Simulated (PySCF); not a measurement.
Gas-phase reaction: 2 GaF + 2 GaCl2 ⇌ F2 + 4 GaCl

Method: PySCF energies plus ideal-gas RRHO corrections (1 bar). † marks an energy on the PBE0/def2-TZVP geometry and frequencies; other levels use their own. MP2 and CCSD(T) freeze the core. 6-31G* has spherical d functions here. Open shells (unrestricted): GaCl2 (multiplicity 2); the rest are closed-shell singlets. B3LYP is the form with VWN-RPA correlation. Ga: all electrons, no relativistic terms. GaCl2: computed as isolated molecules; such fragments, hydroxides, amides, oligomers or adducts are transient or little studied in the gas. MP2 isn't extrapolated to the basis-set limit. CCSD(T) isn't extrapolated to the basis-set limit.

```
level                ΔH°(298 K), kJ
-------------------  --------------
B3LYP/6-31G*                    439
B3LYP/def2-TZVP†                473
CCSD(T)/def2-TZVPP†      (withheld)
M06-2X/def2-TZVP†        (withheld)
MP2/def2-SVP†            (withheld)
PBE/def2-SVP                    468
PBE/def2-TZVP†                  472
PBE0/def2-SVP†                  500
r2SCAN/def2-TZVP†        (withheld)
```

Question: Some entries are withheld; supply them.

Answer: 
- CCSD(T)/def2-TZVPP†, ΔH°(298 K), kJ: 510
- M06-2X/def2-TZVP†, ΔH°(298 K), kJ: 553
- MP2/def2-SVP†, ΔH°(298 K), kJ: 570
- r2SCAN/def2-TZVP†, ΔH°(298 K), kJ: 536
